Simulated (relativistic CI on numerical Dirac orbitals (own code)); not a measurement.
Level scheme of Hf

These numbers are calculated, not measured: Dirac-Coulomb-Breit CI, separate exchange-only KLI orbitals for each configuration, model QED (radiative potential, 1s self-energy scaled to tabulated hydrogen-like ionisation energies), valence Slater integrals scaled by 0.85, configuration energies shifted to the measured levels that pair with them (semi-empirical) (own radial code, finite nucleus).

Configurations in the expansion (outside the closed core [Xe] 4f14): 5d2 6s2, 5d 6s2 6p, 5d2 6s 6p, 5d3 6s, 6s2 6p2, 5d4, 5d2 6p2, 5d2 6s 6d, 5d 6s2 5f, 5d 6s2 7p, 5d3 6p, 5d 6s 6p2, 5d 6s2 7s, 5d 6s2 8s, 5d2 6s 7s, 5d 6s2 6d, 5d 6s2 7d, 5d 6s2 8p, 5d 6s2 5g, 5d 6s2 6f, 5d3 6d, 5d 6s2 8d, 5d 6s2 7f, 5d2 6d2, 5d2 6s 7p, 6s2 6d2, 5d 6s 6p 6d, 5d3 7s, 5d2 6p 7s, 5d 6s 6d 7s. Levels of other configurations are missing.

The lowest level is 5d2 6s2 3F_2, with 85 % of that term; Hund's rules for 5d2 6s2 give 3F with J = 2, in agreement.

| No. | Configuration | Term | J | E (cm⁻¹) | % | Landé g | Lifetime (s) |
| --- | --- | --- | --- | --- | --- | --- | --- |
| 1 | 5d2 6s2 | 3F | 2 | 0.0 | 85 | 0.686 |  |
| 2 | 5d2 6s2 | 3F | 3 | 1814.3 | 90 | 1.083 | 6.92e+00 |
| 3 | 5d2 6s2 | 3F | 4 | 3692.4 | 88 | 1.245 | 7.63e+00 |
| 4 | 5d2 6s2 | 3P | 0 | 5356.0 | 80 |  | 2.09e+02 |
| 5 | 5d2 6s2 | 1D | 2 | 5495.6 | 44 | 1.210 | 4.15e+00 |
| 6 | 5d2 6s2 | 3P | 1 | 6065.7 | 82 | 1.501 | 4.83e+01 |
| 7 | 5d2 6s2 | 3P | 2 | 8169.0 | 44 | 1.271 | 2.14e+00 |
| 8 | 5d 6s2 6p | 3F° | 2 | 10529.5 | 46 | 0.803 |  |
| 9 | 5d2 6s2 | 1G | 4 | 10537.6 | 85 | 1.005 | 2.09e+00 |
| 10 | 5d 6s2 6p | 3F° | 3 | 14392.3 | 68 | 1.092 |  |
| 11 | 5d 6s2 6p | 1D° | 2 | 14448.8 | 42 | 0.949 |  |
| 12 | 5d 6s2 6p | 3D° | 1 | 14590.7 | 70 | 0.557 | 4.40e-07 |
| 13 | 5d3 6s‡ | 5F | 1 | 15801.6 | 93 | 0.012 |  |
| 14 | 5d3 6s‡ | 5F | 2 | 16267.4 | 94 | 1.002 |  |
| 15 | 5d 6s2 6p | 3D° | 2 | 16427.5 | 68 | 1.160 | 3.81e-07 |
| 16 | 5d3 6s‡ | 5F | 3 | 16947.2 | 95 | 1.250 |  |
| 17 | 5d3 6s‡ | 5F | 4 | 17798.9 | 95 | 1.348 |  |
| 18 | 5d 6s2 6p | 3F° | 4 | 17862.4 | 70 | 1.249 |  |
| 19 | 5d 6s2 6p | 3P° | 1 | 18065.1 | 70 | 1.432 | 2.55e-07 |
| 20 | 5d 6s2 6p | 3P° | 0 | 18069.2 | 77 |  | 2.54e-07 |
| 21 | 5d 6s2 6p | 3D° | 3 | 18647.5 | 67 | 1.304 | 2.64e-07 |
| 22 | 5d3 6s‡ | 5F | 5 | 18769.1 | 94 | 1.396 | 6.85e-01 |
| 23 | 5d 6s2 6p | 3P° | 2 | 19376.9 | 46 | 1.191 | 3.50e-07 |
| 24 | 5d2 6s 6p | 5G° | 2 | 19596.9 | 72 | 0.578 | 8.44e-07 |
| 25 | 5d2 6s2 | 1S | 0 | 20612.4 | 82 |  |  |
| 26 | 5d2 6s 6p | 5G° | 3 | 20625.0 | 93 | 0.929 |  |
| 27 | 5d3 6s‡ | 5P | 1 | 21912.3 | 87 | 2.458 |  |
| 28 | 5d2 6s 6p | 5G° | 4 | 22062.7 | 94 | 1.157 |  |
| 29 | 5d3 6s‡ | 5P | 2 | 22097.8 | 83 | 1.799 |  |
| 30 | 5d3 6s‡ | 5P | 3 | 22930.9 | 88 | 1.658 |  |
| 31 | 5d2 6s 6p | 5F° | 1 | 23419.4 | 94 | 0.020 | 4.26e-07 |
| 32 | 5d2 6s 6p | 5G° | 5 | 23841.9 | 96 | 1.269 |  |
| 33 | 5d2 6s 6p | 5F° | 2 | 23973.4 | 93 | 1.003 | 4.47e-07 |
| 34 | 5d 6s2 6p | 1F° | 3 | 24672.7 | 71 | 1.036 | 7.75e-08 |
| 35 | 5d2 6s 6p | 5F° | 3 | 24820.6 | 85 | 1.229 | 3.37e-07 |
| 36 | 5d3 6s‡ | 3G | 3 | 25401.6 | 85 | 0.779 |  |
| 37 | 5d3 6s‡ | 3F | 2 | 25753.7 | 40 | 0.966 |  |
| 38 | 5d3 6s‡ | 3D | 1 | 25766.3 | 67 | 0.659 |  |
| 39 | 5d3 6s‡ | 3G | 4 | 25799.7 | 82 | 1.040 |  |
| 40 | 5d2 6s 6p | 5F° | 4 | 25910.5 | 90 | 1.341 | 3.99e-07 |
| 41 | 5d2 6s 6p | 5G° | 6 | 26071.5 | 98 | 1.333 |  |
| 42 | 5d3 6s‡ | 3G | 5 | 26543.3 | 77 | 1.180 |  |
| 43 | 5d2 6s 6p | 5D° | 0 | 26656.4 | 94 |  | 1.61e-07 |
| 44 | 5d2 6s 6p | 5D° | 1 | 26837.7 | 91 | 1.465 | 1.52e-07 |
| 45 | 5d3 6s‡ | 3F | 2 | 26978.6 | 44 | 0.953 |  |
| 46 | 5d3 6s‡ | 3P | 0 | 27015.3 | 67 |  |  |
| 47 | 5d2 6s 6p | 5D° | 2 | 27200.3 | 86 | 1.461 | 1.22e-07 |
| 48 | 5d3 6s‡ | 3D | 3 | 27230.1 | 43 | 1.199 |  |
| 49 | 5d2 6s 6p | 5F° | 5 | 27233.3 | 88 | 1.384 | 3.03e-07 |
| 50 | 5d2 6s 6p | 5D° | 3 | 27785.7 | 83 | 1.464 | 1.07e-07 |
| 51 | 5d 6s2 6p | 1P° | 1 | 27811.1 | 77 | 1.000 | 2.21e-08 |
| 52 | 5d3 6s‡ | 3P | 1 | 28237.0 | 58 | 1.389 |  |
| 53 | 5d3 6s‡ | 3F | 3 | 28381.7 | 43 | 1.198 |  |
| 54 | 5d3 6s‡ | 3H | 4 | 28545.8 | 78 | 0.846 |  |
| 55 | 5d2 6s 6p | 5D° | 0 | 28695.6 | 95 |  | 2.44e-07 |
| 56 | 5d2 6s 6p | 5D° | 4 | 28697.2 | 92 | 1.489 | 1.81e-07 |
| 57 | 5d2 6s 6p | 5D° | 1 | 28931.4 | 81 | 1.422 | 6.63e-08 |
| 58 | 5d3 6s‡ | 3F | 4 | 29067.2 | 76 | 1.211 |  |
| 59 | 5d2 6s 6p | 5D° | 2 | 29119.4 | 49 | 1.265 | 2.67e-08 |
| 60 | 5d3 6s‡ | 3H | 5 | 29397.9 | 82 | 1.057 |  |
| 61 | 5d3 6s‡ | 3P | 2 | 29532.6 | 53 | 1.424 |  |
| 62 | 5d3 6s‡ | 3H | 6 | 29571.3 | 96 | 1.167 |  |
| 63 | 5d2 6s 6p | 3S° | 1 | 29718.9 | 51 | 2.117 | 2.30e-08 |
| 64 | 5d2 6s 6p | 5D° | 3 | 29769.3 | 37 | 1.323 | 2.93e-08 |
| 65 | 5d2 6s 6p | 3F° | 2 | 30256.4 | 46 | 0.960 | 1.68e-08 |
| 66 | 5d2 6s 6p | 3D° | 1 | 30531.0 | 62 | 0.676 | 1.39e-08 |
| 67 | 5d2 6s 6p | 1S° | 0 | 30600.2 | 59 |  | 2.19e-07 |
| 68 | 5d3 6s‡ | 3P | 1 | 30661.0 | 53 | 1.337 | 9.31e-07 |
| 69 | 5d2 6s 6p | 3G° | 3 | 31051.5 | 76 | 0.855 | 4.91e-08 |
| 70 | 5d2 6s 6p | 3D° | 2 | 31444.3 | 46 | 1.236 | 2.16e-08 |

Energies count from the lowest computed level; ° marks odd parity; lifetimes are radiative, by E1, M1, E2 decay to levels of this space only; some are left blank where a channel outside the calculation adds to the decay or the decay crosses a small, uncertain gap. ‡ marks configurations that were not tied to measured data.

The mean weight of the leading LS term, summed over parents, in these 70 levels is 74 %, and that of the leading jj configuration (from the same eigenvectors) 53 %, so LS coupling describes them better.

Configurations whose levels could be paired with our table of measured levels were shifted onto them, all but the ground configuration, by the median error of their levels; single terms can still be off by 1,000 to 2,000 cm⁻¹ or more, and rates follow the energies as ν³ (E1, M1) or ν⁵ (E2). The others borrow a shift and can be off by several thousand cm⁻¹ or more. The fine structure of a lone outer electron comes out too small, for d and f at times inverted, and misplaced configurations move strength between like terms. 16 of the 28 excited levels that our extract of the measured tables holds in this range could be paired (the sources list more); they are missed by 508 cm⁻¹ on average and 1480 at most, after the shifts were fitted to these levels, and levels without a partner can miss by more. Some levels of the ground configuration have no partner and can miss by 10 % or more.

Landé's interval rule says that E(J) − E(J−1) = AJ with one A. For the ground term the intervals give A = 604.8, 469.5 cm⁻¹ for J = 3, 4; the multiplet is regular.

LS names give the leading component of a level, which can be under half, so a name can repeat, a term be missing and a line seem to break the LS rules.
